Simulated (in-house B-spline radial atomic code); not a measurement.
# RPA and G0W0 on HSE06: Se⁵⁺

Configuration [Ar] 3d10 4s1, highest spin, mean-field start HSE06. Computed with a B-spline radial code for spherical atoms: all electrons, non-relativistic, point nucleus, each spin shell either full or empty, empty states to l = 9 with an (l + 1/2)⁻⁴ tail; G0W0 by contour deformation at full frequency.

Command:
```bash
python run_gw.py task.json out
```
Settings (radii: box in bohr, nucleus in fm):
```
Z                        34
electrons                29
configuration            [Ar] 3d10 4s1
hamiltonian              nr
method                   hse06
lmax                     9
spin_polarised           True
box_radius               10.43
intervals                50
ion_configuration        [Ar] 3d10
```

Cost of the run: 6 s on 1 thread of Arm Neoverse N1 (shared host).

Energies (hartree):

| term | value |
| --- | --- |
| mean-field total | -2394.92572 |
| Hartree-Fock functional on these orbitals | -2393.73193 |
| direct second order | -2.4381 |
| second-order exchange | 0.71606 |
| SOSEX correction | 0.66292 |

(1) What is the RPA correlation energy, and what remains with SOSEX?

Quasi-particle levels (eV):

```csv
level,occupied,mean field,Σx - vxc,Σc,QP weight,G0W0
4s up,yes,-76.27,-3.61,?,?,?
3d down,yes,-126.77,-13.93,2.83,0.949,-137.87
3d up,yes,-127.07,-13.88,2.81,0.942,-138.14
4s down,no,-71.62,7.37,-2.55,0.959,-66.79
```

G0W0 = mean field + (Σx - vxc) + Σc, with Σc (partial-wave tail included) taken at the quasi-particle energy. Only the outer levels were computed. Levels of low weight are left out.

(2) Where does G0W0 put 4s up?

(3) What does it cost to remove one electron (to [Ar] 3d10) by differences of total energies, each species on its own start (correlation terms add to the Hartree-Fock functional)?

Answers

(1) RPA gives -2.1414 hartree (-2.01 eV per electron); RPA + SOSEX gives -1.4785, and the second-order doubles -1.722 hartree (no singles). RPA lacks exchange-type terms and so overcorrelates at short range.

(2) At -81.66 eV, with Σc = -1.78 eV and a quasi-particle weight of 0.975. The tabulated removal energy is 81.83 ± 0.03 eV (NIST, measured); the calculation leaves out relativity, Breit and QED terms, and what these don't explain is the method's own error.

(3) HSE06 81.49 eV, Hartree-Fock functional 79.55 eV, + RPA 81.31 eV, + RPA + SOSEX 80.57 eV, + second order 80.99 eV. Tabulated: 81.83 ± 0.03 eV (NIST, measured); the calculation leaves out relativity, Breit and QED terms, and what these don't explain is the method's own error.
